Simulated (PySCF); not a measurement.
Calculation: PBE-D3(BJ)/def2-TZVP // B3LYP-D3(BJ)/def2-TZVP run with PySCF. All species are isolated molecules in the gas phase. One relaxed conformer stands for a flexible species; it need not be the lowest. 

Reference species (SMILES): `[OH][InH2]` (neutral, multiplicity 1).

```
Quantity     Value
--------  --------
LUMO      -2.20 eV
```

Changed species: `[InH3]` (0 of 3 H replaced by OH; the reference has 1 of 3 H replaced by OH).

### Question
Predict the effect on the LUMO.

### Answer
the LUMO falls by 0.45 eV, to -2.65 eV.
